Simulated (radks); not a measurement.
The numbers below are computed, except where a source is named.
Problem. The mean radii <r> (bohr) of the occupied orbitals of an atom or ion are listed with their occupations. Code: a radial shooting solver on a logarithmic mesh with Libxc functionals. Model: scalar-relativistic Kohn-Sham, r2SCAN, spin-unpolarised, spherical densities, finite nucleus; meta-GGA in the generalised Kohn-Sham scheme; Fermi nuclear charge, rms radius of each element as measured or else 0.836 A^(1/3) + 0.57 fm.

| orbital | occ. | <r> |
|---|---|---|
| 1s | 2 | 0.01774 |
| 2s | 2 | 0.07489 |
| 2p | 6 | 0.06728 |
| 3s | 2 | 0.1937 |
| 3p | 6 | 0.1944 |
| 3d | 10 | 0.1763 |
| 4s | 2 | 0.4318 |
| 4p | 6 | 0.4591 |
| 4d | 10 | 0.4889 |
| 5s | 2 | 1.011 |
| 4f | 14 | 0.5566 |
| 5p | 6 | 1.176 |
| 6s | 1 | 3.074 |
| 5d | 7 | 1.885 |

Name the element and its charge.

Solution. Z = 76, osmium, charge 0: Os in [Xe] 4f14 5d7 6s1. The 1s radius gives Z: for a bare nucleus <r> = (2 gamma + 1)/(2Z) with gamma = sqrt(1 - (Z/c)^2), 0.01753 bohr for Z = 76, and screening makes it slightly larger (0.01774 here). The occupations add up to 76, and the charge is Z minus that.
